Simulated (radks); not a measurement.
Nd27+, configuration [Ar] 3d10 4s2 4p3 (the NIST ground configuration). All-electron calculation, scalar-relativistic Kohn-Sham, LB94 model potential, spin-polarised, spherical densities, finite nucleus; open shells are filled with parallel spins first (spin-orbit coupling, left out, can overturn this in heavy ions); Fermi nuclear charge, rms radius 4.9123 fm. Program: a radial shooting solver on a logarithmic mesh with Libxc functionals.

Normalised radial functions P(r) = r R(r), r in bohr:

```
   r/bohr * 3p down, o 3d down, + 4p up (the largest magnitude, 2.15, reaches the edge; | marks zero, & curves that meet)
0.0008358                             &
 0.001063                             &
 0.001362                             &
 0.001731                             &
 0.002218                             &
  0.00282                             &
 0.003585                             &
 0.004593                             &*
 0.005839                             o&
 0.007423                             o+*
 0.009513                             o+ *
  0.01209                             o + *
   0.0155                             o  + *
   0.0197                             |o  +  *
  0.02504                             |o   +    *
  0.03209                             | o    +    *
   0.0408                             |  o    +      *
  0.05186                             |     o +       *
  0.06646                             |      + o    *
  0.08449                             |   +    *   o
   0.1083                            +*                  o
   0.1376                  *   +      |                      o
    0.175       *         +           |                         o
   0.2242  *               +          |                         o
    0.285    *                     +  |                     o
   0.3653            *                |        +     o
   0.4643                    *        |       o         +
   0.5903                          *  |  o                +
   0.7564                            *|o           +
   0.9616                             &     +
    1.222                             & +
    1.567                             &
```

3p down: eigenvalue -2179.5 eV, 1 radial node at r = 0.108 bohr, <r> = 0.261 bohr, 90 % of the charge inside 0.389 bohr. 3d down: eigenvalue -1858.9 eV, 0 radial nodes, <r> = 0.237 bohr, 90 % of the charge inside 0.368 bohr. 4p up: eigenvalue -993.95 eV, 2 radial nodes at r = 0.102, 0.306 bohr, <r> = 0.561 bohr, 90 % of the charge inside 0.801 bohr.
